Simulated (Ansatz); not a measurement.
This geometry of CH5Ga + FH (9 atoms, charge 0, multiplicity 1) is a first-order saddle point.

The calculation used RHF/def2-SVP (Ansatz 0.2.0).

```xyz
9
Properties=species:S:1:pos:R:3
Ga -0.008 0.213 -0.098
H 0.121 0.033 1.698
C 1.735 -0.018 -0.986
H 1.915 -1.068 -1.228
H 1.765 0.547 -1.920
H 2.546 0.333 -0.347
H -1.461 -0.145 -0.539
F -0.060 1.966 0.869
H 0.047 1.050 1.574
```

Which two structures does it join? (They come from a converged band through this point; their orientation in space is the band's.)

Bonds broken: Ga1–H2, F8–H9. Bonds formed: H2–H9. CH5Ga + FH becomes CH4FGa + H2.

Initial state:

```xyz
9
Properties=species:S:1:pos:R:3
Ga 0.043 -0.197 0.049
H 0.089 -0.674 1.565
C 1.731 -0.073 -0.997
H 1.999 -1.059 -1.390
H 1.630 0.602 -1.850
H 2.566 0.270 -0.381
H -1.369 -0.119 -0.656
F 0.011 2.068 0.891
H -0.101 2.093 1.790
```

Final state:

```xyz
9
Properties=species:S:1:pos:R:3
Ga -0.084 0.513 -0.595
H 0.204 0.044 2.579
C 1.742 -0.010 -1.112
H 1.816 -1.072 -1.352
H 2.054 0.561 -1.991
H 2.445 0.220 -0.308
H -1.447 -0.248 -0.694
F -0.235 2.135 0.067
H 0.103 0.769 2.429
```

How far does it lie above each of them?

83.6 kJ/mol above the first and 142.7 kJ/mol above the second. This is the barrier of this one path; another mechanism may lie lower. The orbitals stay closed-shell, which can raise the energy where a bond breaks towards radicals; this wasn't checked here.

The run took 110 s on 1 thread of Arm Neoverse V2 (shared host), peak memory 0.17 GiB.
